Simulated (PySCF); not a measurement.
## Frontier levels across methods

4-bromopyridine, C5H4BrN.
Numbering: `[Br:1][c:2]1[cH:3][cH:4][n:5][cH:6][cH:7]1` (hydrogens: H8 on C3; H9 on C4; H10 on C6; H11 on C7)

Geometry (PBE0-D3(BJ)/def2-SVP, Å), atoms numbered from 1 in this order:
```xyz
11
C5H4BrN angstrom
Br    -0.5721    2.2628   -0.4446
C     -0.0178    0.4674   -0.5354
C     -0.9602   -0.5565   -0.5764
C     -0.4872   -1.8673   -0.6427
N      0.8025   -2.1896   -0.6690
C      1.6855   -1.1965   -0.6299
C      1.3380    0.1531   -0.5626
H     -2.0299   -0.3438   -0.5574
H     -1.2023   -2.6974   -0.6764
H      2.7443   -1.4791   -0.6529
H      2.1016    0.9315   -0.5323
```

Basis pcSseg-1 throughout (PySCF), one geometry. Isolated species at its PBE0-D3(BJ)/def2-SVP geometry, gas phase. The calculation is non-relativistic, for bromine too.

Q: How do the orbital energies, the gap and the dipole change with the method?

A: 
```
 method                    kind  HOMO (eV)  LUMO (eV)  gap (eV)  μ (D)  SCF cycles
    PBE                     GGA      -6.13      -2.06      4.07   0.90          14
   OPBE                     GGA      -6.16      -2.01      4.14   0.78          14
    KT3                     GGA      -6.36      -1.99      4.38   0.81          14
  B97-2           global hybrid      -7.49      -1.24      6.26   0.81          12
   PBE0           global hybrid      -7.77      -1.19      6.57   0.82          12
wB97X-D  range-separated hybrid      -9.64       0.53     10.17   0.81          13
LC-wPBE  range-separated hybrid     -10.43       0.90     11.33   0.81          13
```

The HOMO spans 4.29 eV, from PBE down to LC-wPBE, and the gap runs from 4.07 eV (PBE) to 11.33 eV (LC-wPBE). Over the methods PBE (0 %), OPBE (0 %), KT3 (0 %), B97-2 (21 %), PBE0 (25 %), a straight line through the gap against the share of exact exchange rises by 0.96 eV for each 10 % (correlation coefficient 0.996). The dipole ranges from 0.78 D (OPBE) to 0.90 D (PBE). This basis has no diffuse functions.

The vertical ΔSCF ionisation energy at PBE0/def2-SVPD is 9.68 eV; −ε(HOMO) comes closest to it with wB97X-D (9.64 eV).
